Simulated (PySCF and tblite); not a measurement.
Values are calculated unless marked as measured or tabulated.
C₇H₇FO, numbered as in [CH3:1][O:2][c:3]1[cH:4][cH:5][cH:6][c:7]([F:8])[cH:9]1.

Free energies: PBE0-D3(BJ)/pcSseg-1 on GFN2-xTB structures plus GFN2-xTB thermal terms, symmetry and mirror images included. Conformers within 3 kcal/mol (GFN2-xTB free energy) were kept, 10 at most. GIAO shieldings: PBE0/pcSseg-1. Shifts are against TMS (¹H), TMS (¹³C), CFCl3 (¹⁹F) at the same level. Run with PySCF (density fitting) and tblite.

Torsions listed: C1–O2–C3–C4.

```csv
conformer,shape,symmetry,E(GFN2) kcal/mol,E(DFT) kcal/mol
1,180°,Cs,0.00,0.00
2,0°,Cs,0.34,0.19
```

**Question.** How much do the weights at 298.15 K and the averaged shift of C4 depend on how the conformers are weighted?

**Answer.** 
```csv
weighting,1 (%),2 (%),δ (ppm),rms dipole (D)
"DFT energy with thermal terms, symmetry and mirror images (full scheme)",59,41,114.3,2.28
DFT energy with symmetry and mirror images,58,42,114.1,2.30
bare DFT energy,58,42,114.1,2.30
GFN2-xTB energy with symmetry and mirror images,64,36,114.8,2.20
GFN2-xTB free energy,65,35,114.9,2.18
leading conformer alone,100,0,118.8,1.50
equal weights,50,50,113.3,2.42
```

The largest departure from the full scheme, 4.5 ppm, comes with: leading conformer alone.


Conformer gaps in pcSseg-1 on xTB geometries can be 2 kcal/mol off for S=O, P=O and other polar bonds.